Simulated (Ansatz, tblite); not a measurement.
Forces on the cluster Al4F2⁻ at its PBE-D4/def2-SVPD geometry. Charge -1, multiplicity 2.

The xTB rows come from tblite. Another isomer (doublet) lies 0.23 eV lower at PBE0-D4/def2-TZVPD; other spin states weren't run for this one.

GFN1-xTB (tblite), largest force 0.91 eV/Å:

```xyz
6
positions Å, forces eV/Å
Al   -1.078   -1.377    0.808   -0.113   -0.145    0.083
Al    1.366   -0.636    0.740   -0.370    0.173   -0.199
Al    1.077    1.381   -0.802    0.112    0.144   -0.085
Al   -1.366    0.634   -0.742    0.369   -0.170    0.202
F     2.782   -1.295    1.506    0.737   -0.343    0.399
F    -2.781    1.292   -1.511   -0.736    0.342   -0.400
```

GFN2-xTB (tblite), largest force 0.44 eV/Å:

```
Al -0.065 -0.083 0.048
Al -0.360 0.168 -0.193
Al 0.064 0.083 -0.050
Al 0.359 -0.165 0.196
F -0.129 0.060 -0.071
F 0.131 -0.061 0.070
```

PBE-D4/def2-TZVPD (Ansatz), largest force 0.58 eV/Å:

```
Al 0.004 0.005 -0.003
Al 0.453 -0.211 0.245
Al -0.005 -0.005 0.003
Al -0.453 0.211 -0.246
F -0.472 0.220 -0.255
F 0.473 -0.220 0.257
```
